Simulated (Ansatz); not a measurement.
Harmonic frequencies (cm⁻¹) at PBE0-D4/def2-TZVP from Ansatz: 171, 189, 202, 348, 667, 732, 761, 878, 3889.

Each molecule was computed in one conformer, which needn't be the lowest.

Task: Which molecule is it?
A. `N#[C][GaH][Cl]`
B. `[F][GaH][Cl]`
C. `[OH][Ga]([F])[F]`
D. `[F][Ga]([Cl])[Cl]`

Result: C.
